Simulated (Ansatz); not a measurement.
CH₅FOSSi, SMILES `O[SiH](S)CF`. Charge 0, multiplicity 1.

```
atom   x (Å)   y (Å)   z (Å)
  O1  -0.580   1.869   0.232
 Si2   0.072   0.429   0.670
  S3  -1.357  -0.923   1.492
  C4   0.880  -0.449  -0.796
  F5  -0.095  -0.986  -1.638
  H6  -1.476   1.865  -0.109
  H7   1.101   0.738   1.688
  H8  -1.557  -1.520   0.303
  H9   1.487   0.246  -1.386
 H10   1.525  -1.267  -0.458
```

Problem. List the harmonic frequencies (cm⁻¹, unscaled) at PBE0-D4/def2-TZVP in Ansatz. (An estimate is asked.)

Solution. Computed: 68, 124, 155, 210, 223, 277, 395, 503, 623, 690, 761, 795, 856, 893, 929, 1053, 1244, 1313, 1457, 2259, 2698, 3046, 3103, 3921.

Problem. Is this a minimum?

Solution. Yes, all 24 modes are real.

Problem. Give the ideal-gas thermochemistry at 298.15 K and 1 bar (rigid rotor, harmonic oscillator; point group C1, symmetry number 1).

Solution. Zero-point energy 165.1 kJ/mol; H(298) − E = 187.7 kJ/mol; entropy 361.6 J/(mol·K), of which translation 167.7, rotation 115.2, vibration 78.7; G(298) − E = 79.9 kJ/mol. Modes under 100 cm⁻¹ are hindered rotations or soft bends, so the harmonic entropy is rough.

Problem. And at 400, 500, 600, 800 and 1000 K?

Solution. 
```csv
T (K),H − E (kJ/mol),S (J/mol/K),G − E (kJ/mol)
400,200.3,397.9,41.2
500,214.5,429.4,-0.2
600,229.8,457.4,-44.6
800,263.5,505.7,-141.1
1000,299.9,546.3,-246.4
```
